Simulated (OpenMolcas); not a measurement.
## d5 ions of charge +3 down a group with 6 water ligands in octahedral coordination

| Item | Value |
| --- | --- |
| Program | OpenMolcas 26.06 |
| Method | SS-CASPT2, IPEA 0.25 Eh, imaginary shift 0.1 Eh |
| Spin-orbit coupling | state interaction with AMFI integrals over the reference wave functions |

The d shell is active; CASPT2 correlates the ligand valence shells and the outer metal core. Anionic complexes are neutralised by point charges behind the ligands. Distances were set from a Shannon-type radius of the metal (high-spin where two are listed) plus a fixed donor radius (H2O 1.36 Å). Ligand basis ANO-RCC-VDZP, DKH2 Hamiltonian. States (labels of O, taken over from Oh, the nearest higher group). Energies in cm-1 above the lowest state or level, χT in cm3 K/mol; under a threefold ground state the first gap can be a small split of the lowest multiplet, not the spin-orbit step; 10Dq and B are least-squares fits to the states below 45000 cm-1, weighted by degeneracy, with a free offset, and given where the rms deviation is under 5 % of |10Dq| (or 100 cm-1) and under 700 cm-1. Spin-only χT is S(S+1) / 2 for the spin of the ground state.

| Ion | Shell | R (Å) | Metal basis | Ground state | First state of that spin | 10Dq | B (rms of fit) | First gap with spin-orbit (degeneracies) | χT at 300 K | First state of another spin | Spin-only χT |
| --- | --- | --- | --- | --- | --- | --- | --- | --- | --- | --- | --- |
| Fe3+ | 3d5 | 2 | ANO-RCC-VDZP | 6A1 |  |  |  | 18830 (6, 2) | 4.384 | 4T1 19060 | 4.375 |
| Ru3+ | 4d5 | 2.04 | ANO-RCC-VDZP | 2T2 | 2A2 20710 | 24865 | 572 (316) | 1960 (2, 4) | 0.624 | 4T1 11880 | 0.375 |

Below the highest spin of the shell: Ru3+. χT departs most from the spin-only value for Ru3+, by +0.249 cm3 K/mol.

Roots that are degenerate in the reference are averaged as groups; the widest CASPT2 spread within a group is 480 cm-1 (the 3-fold group of multiplicity 4 near 65600 cm-1 above the lowest state of its run, Ru3+). Shifts and gaps below about the spread of the groups concerned are not significant. Over all roots computed the reference weight is 0.68 to 0.71 in Fe3+, 0.69 to 0.70 in Ru3+; a low but even weight reflects the number of correlated electrons. Ligand-to-metal charge-transfer states are missing. With no ligand orbital active B as a rule stays too high, so bands that hang on it stand too high and its fall with covalency is understated. With one d shell and no ligand orbital active, 10Dq can be off by a tenth or more. These CASPT2 states fit no ligand-field parameters well, so their order and spin gaps are uncertain (holds for Fe3+). An orbital triplet at a regular site is open to Jahn-Teller coupling, which can distort the site and quench the lowest spin-orbit gaps and is left out (holds for Ru3+). The least metal-like active orbital is 80 % on the metal (Löwdin) and no ligand orbital is active, so the numbers are rough (holds for Ru3+). No measured value stands beside these numbers; the geometry was imposed, not optimised, and the real ion may take another.
